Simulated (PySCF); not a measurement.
## Electron correlation in Cl²⁺ (chlorine, charge +2)

[Ne] 3s2 3p3, high-spin 4S determinant. Computed with PySCF 2.14 in x2c-QZVPPall, with the spin-free X2C one-electron Hamiltonian (Gaussian nucleus). Frozen: 1s2; 13 electrons correlated.

| level | correlation energy (mhartree) |
| --- | --- |
| CCSD | -300.88 |
| (T) | -5.54 |
| CCSD(T) | -306.42 |

Diagnostics: T1 = 0.0030, D1 = 0.0120, largest double amplitude 0.056.

Task: Is a single reference adequate?

Result: Yes: T1 lies below 0.03 and no double amplitude reaches 0.07.

This basis was not built for core-valence correlation, so the inner-shell part is incomplete.
